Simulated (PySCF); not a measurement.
Furan-2,5-dicarbaldehyde, C₆H₄O₃.
Z-matrix (Å and degrees, PBE0-D3(BJ)/def2-SVP geometry), rows numbered from 1:
```
O 
C   1  1.2057
C   2  1.4621  1  123.19
C   3  1.3785  2  131.83  1    -0.07
C   4  1.4119  3  106.02  2  -179.44
C   5  1.3785  4  105.98  3    -0.02
C   6  1.4621  5  131.82  4   179.53
O   7  1.2056  6  123.21  5    -0.60
O   3  1.3473  2  117.87  1  -179.57
H   2  1.1179  1  122.68  3  -179.79
H   4  1.0876  3  125.19  2     0.47
H   5  1.0876  4  128.80  3   179.93
H   7  1.1179  6  114.13  5   179.52
```

The closed-shell ground state was solved at several levels (PySCF, density fitting, gas phase, non-relativistic).

```
         level  basis functions  HOMO (eV)  LUMO (eV)  gap (eV)  dipole (D)
B97-2/pcSseg-1              173      -7.56      -2.90      4.66        0.35
   B3LYP/pcJ-1              283      -7.58      -3.03      4.55        0.32
 PBE0/pcSseg-1              173      -7.79      -2.85      4.94        0.38
```

Question: What might PBE0/def2-SVPD (221 basis functions) give for the same quantities?

Answer: HOMO -7.84 eV, LUMO -2.96 eV, gap 4.88 eV, dipole 0.38 D.

Question: Over all these levels, which gives the widest orbital gap and which the narrowest?

Answer: PBE0/pcSseg-1 (global hybrid, 25 % exact exchange) has the widest, 4.94 eV, and B3LYP/pcJ-1 (global hybrid, 20 % exact exchange) the narrowest, 4.55 eV. Functional and basis both differ between the two, so the spread mixes both effects.

Question: How far do the dipole and the HOMO energy spread over the levels?

Answer: The dipole runs from 0.32 to 0.38 D (mean 0.36 D) and the HOMO from -7.84 to -7.56 eV.

One conformer stands for the species.
